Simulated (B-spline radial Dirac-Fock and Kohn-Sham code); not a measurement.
## X-ray form factors of rubidium in several charge states

Level of theory: relativistic Hartree-Fock (Dirac-Fock) wave functions, averaged over the configuration; a radial finite-basis atomic code.

Configurations: Rb [Kr] 5s1; Rb²⁺ [Ar] 3d10 4s2 4p5; Rb³⁺ [Ar] 3d10 4s2 4p4; Rb⁴⁺ [Ar] 3d10 4s2 4p3; Rb⁵⁺ [Ar] 3d10 4s2 4p2; Rb⁷⁺ [Ar] 3d10 4s2. The first column is f₀ of Rb, the others are differences from it.

```
s (Å⁻¹)      Rb  Δ Rb²⁺  Δ Rb³⁺  Δ Rb⁴⁺  Δ Rb⁵⁺  Δ Rb⁷⁺
      0  37.000  -2.000  -3.000  -4.000  -5.000  -7.000
   0.05  35.948  -1.421  -2.344  -3.278  -4.221  -6.124
    0.1  33.907  -0.691  -1.414  -2.173  -2.959  -4.597
   0.15  31.681  -0.340  -0.811  -1.339  -1.914  -3.178
    0.2  29.368  -0.145  -0.386  -0.689  -1.047  -1.905
   0.25  27.148  -0.024  -0.098  -0.223  -0.398  -0.885
    0.3  25.158  +0.037  +0.058  +0.048  +0.004  -0.194
   0.35  23.432  +0.055  +0.114  +0.162  +0.194  +0.190
    0.4  21.934  +0.049  +0.112  +0.177  +0.241  +0.344
   0.45  20.605  +0.035  +0.084  +0.144  +0.211  +0.353
    0.5  19.391  +0.020  +0.052  +0.096  +0.152  +0.287
    0.6  17.167  +0.001  +0.005  +0.017  +0.038  +0.107
    0.7  15.126  -0.006  -0.014  -0.020  -0.024  -0.018
    0.8  13.271  -0.007  -0.017  -0.028  -0.042  -0.069
    0.9  11.644  -0.005  -0.013  -0.024  -0.038  -0.073
      1  10.269  -0.003  -0.008  -0.016  -0.026  -0.056
    1.1   9.146  -0.002  -0.004  -0.009  -0.015  -0.035
    1.2   8.251   0.000  -0.001  -0.003  -0.006  -0.017
    1.4   6.997  +0.001  +0.001  +0.002  +0.003  +0.003
    1.6   6.209  +0.001  +0.001  +0.002  +0.003  +0.007
```

Values without a named source are computed, but for edge energies of neutral atoms, which are taken from tables.
